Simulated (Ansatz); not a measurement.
This geometry of ClF₃H₂HfO (8 atoms, charge 0, multiplicity 1) is a first-order saddle point.

All numbers below come from RKS B3LYP/def2-SVP in Ansatz.

```xyz
8
Properties=species:S:1:pos:R:3
Hf 0.019 -0.292 -0.003
O -0.232 -0.330 2.048
H -0.636 0.169 2.766
F 1.702 0.135 -0.800
F -0.873 1.389 -0.166
Cl -1.316 -1.741 -1.314
F 1.028 -1.930 1.155
H 0.543 -1.400 1.944
```

(1) Which two structures does it join? (They come from a converged band through this point; their orientation in space is the band's.)

(2) How far does it lie above each of them?

## Answers

(1) Bonds broken: F7–H8. Bonds formed: O2–H8.

First end point:

```xyz
8
Properties=species:S:1:pos:R:3
Hf -0.025 -0.229 0.022
O -0.236 -0.293 2.030
H -0.654 0.238 2.716
F 1.715 0.154 -0.677
F -0.913 1.437 -0.260
Cl -1.336 -1.742 -1.252
F 1.046 -2.000 1.133
H 0.638 -1.565 1.918
```

Last end point:

```xyz
8
Properties=species:S:1:pos:R:3
Hf 0.391 -0.303 -0.101
O -0.473 -0.577 2.079
H -1.397 -0.702 2.341
F 1.324 -0.215 -1.767
F 0.062 1.561 0.206
Cl -1.549 -1.545 -0.759
F 1.790 -1.144 0.938
H 0.087 -1.076 2.693
```

(2) 1.0 kJ/mol above the first and 79.5 kJ/mol above the second. This is the barrier of this one path; another mechanism may lie lower. The orbitals stay closed-shell, which can raise the energy where a bond breaks towards radicals; this wasn't checked here.

Time of the run: 2.8 min on 4 threads of AMD EPYC 7B13 (Zen 3), on a shared host, peak memory 0.3 GiB.
